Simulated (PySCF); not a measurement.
HgI2, SMILES [I][Hg][I].

The structure is a stationary point at PBE-D3(BJ)/def2-SVP. The isomer is the one that the SMILES or the coordinates give; other isomers of the formula were not compared. The def2 effective core potentials stand for the cores of Hg, I; spin–orbit coupling is left out.

Level of theory: TDA-ωB97X/def2-SVPD (PySCF 2.14.0).

Vertical excitations; the highest root listed may be one member of a degenerate set. Isolated molecule, no solvent. State labels are in the subgroup D2h.

Computed excitation energies, oscillator strengths and character:
```tsv
state	symmetry	energy (eV)	λ (nm)	f	main pairs
S1	B2g	4.02	309	0.000	HOMO−1→LUMO (degenerate set)
S2	B3g	4.02	309	0.000	HOMO→LUMO (degenerate set)
S3	B3u	4.43	280	0.013	HOMO−2→LUMO (degenerate set)
S4	B2u	4.43	280	0.013	HOMO−3→LUMO (degenerate set)
S5	B1u	5.67	219	0.373	HOMO−4→LUMO 59 %, HOMO−1→LUMO+2 19 %, HOMO→LUMO+1 19 %
S6	Au	6.22	199	0.000	HOMO−1→LUMO+1, HOMO→LUMO+2 (degenerate set)
S7	B1u	6.22	199	0.000	HOMO→LUMO+1, HOMO−1→LUMO+2 (degenerate set)
S8	Au	6.22	199	0.000	HOMO→LUMO+2, HOMO−1→LUMO+1 (degenerate set)
S9	B1g	6.61	188	0.000	HOMO−2→LUMO+1 48 %, HOMO−3→LUMO+2 48 %
S10	B1g	6.64	187	0.000	HOMO−3→LUMO+2 48 %, HOMO−2→LUMO+1 48 %
T1	B2g	3.60	344	0	HOMO−1→LUMO (degenerate set)
T2	B3g	3.60	344	0	HOMO→LUMO (degenerate set)
T3	B3u	4.01	309	0	HOMO−2→LUMO (degenerate set)
T4	B2u	4.01	309	0	HOMO−3→LUMO (degenerate set)
```
Triplets are in the Tamm–Dancoff approximation.
